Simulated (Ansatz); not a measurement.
Consider the redistribution: `[OH][GeH2][SiH2][SiH3]` + `CB(O)F` → `[OH][GeH2][F]` + `CB(O)[SiH2][SiH3]`.

Program: Ansatz. Geometries: PBE0-D4/def2-TZVP. ΔE: electronic, gas phase. CBS: MP2 limit from def2 TZ/QZ plus the TZ coupled-cluster correction, frozen cores. Functionals use def2-TZVPP. B3LYP here is the variant with VWN-RPA as its local correlation; programs differ in this. For Ge outer-core shells are correlated without core-valence functions, which leaves a few kJ/mol of doubt a bond. Scalar relativity is left out up to krypton. One conformer a species, not always the lowest.

Is it downhill or uphill in electronic energy at CCSD(T)/CBS, and by how much? (Estimate.)

Computed: Uphill: ΔE = +27.1 kcal/mol.

What do these levels give: r2SCAN-D4, PBE0-D4, B3LYP-D4, ωB97M-V, B3LYP, HF/def2-TZVPP, MP2/def2-TZVPP, SCS-MP2/def2-TZVPP, CCSD/def2-TZVPP, CCSD(T)/def2-TZVPP, SCS-MP2/def2-QZVPP, MP2/CBS(def2)? (Best estimate.)

Computed: r2SCAN-D4 27.2, PBE0-D4 27.6, B3LYP-D4 27.3, ωB97M-V 27.1, B3LYP 27.2, HF/def2-TZVPP 27.9, MP2/def2-TZVPP 26.6, SCS-MP2/def2-TZVPP 25.9, CCSD/def2-TZVPP 27.2, CCSD(T)/def2-TZVPP 26.8, SCS-MP2/def2-QZVPP 25.7, MP2/CBS(def2) 26.9 kcal/mol.

Largest T1 diagnostic among the species: 0.014.

From PBE to PBE0 (25 % exact exchange), in def2-TZVPP and without D4, ΔE moves by +1.1 kcal/mol. In def2-TZVPP, CCSD(T) changes the Hartree–Fock value by −1.1 kcal/mol (the triples alone add −0.4 kcal/mol) and MP2 by −1.2 kcal/mol.
